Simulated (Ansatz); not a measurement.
This geometry of C$_{2}$H$_{5}$NaSi (9 atoms, charge 0, multiplicity 1) is a first-order saddle point.

Method: RKS PBE/6-31G (Ansatz 0.2.0).

```xyz
9
Properties=species:S:1:pos:R:3
C 1.168 1.062 0.340
C 0.594 0.052 -0.366
Na 1.524 -0.991 -2.182
Si -1.131 -0.610 0.132
H 2.159 1.471 0.086
H 0.710 1.561 1.218
H -1.550 -1.734 -0.815
H -1.209 -1.223 1.531
H -2.265 0.413 0.055
```

Problem. Which two structures does it join? (They come from a converged band through this point; their orientation in space is the band's.)

Solution. No bond is made or broken. The dihedral Na3–C2–Si4–H9 goes from 180 to -58°. The two ends are copies of one structure, up to a mirror image or an exchange of like atoms.

Initial state:

```xyz
9
Properties=species:S:1:pos:R:3
C 0.906 1.306 -0.199
C 0.657 -0.030 -0.194
Na 2.218 -1.625 -0.736
Si -1.065 -0.681 0.278
H 1.887 1.732 -0.465
H 0.154 2.077 0.062
H -1.661 -1.516 -0.853
H -0.980 -1.637 1.466
H -2.116 0.375 0.642
```

Final state:

```xyz
9
Properties=species:S:1:pos:R:3
C 1.384 0.629 0.504
C 0.497 0.197 -0.430
Na 0.885 0.261 -2.693
Si -1.183 -0.513 0.103
H 2.370 1.048 0.244
H 1.197 0.599 1.596
H -1.362 -1.939 -0.413
H -1.456 -0.558 1.612
H -2.332 0.275 -0.523
```

Problem. How far does it lie above each of them?

Solution. 0.083 eV above the first and 0.083 eV above the second. This is the barrier of this one path; another mechanism may lie lower. Limits of this set-up: no polarisation functions.

Time of the run: 110 s on 1 thread of Arm Neoverse V1, with other jobs on the host, peak memory 0.22 GiB.
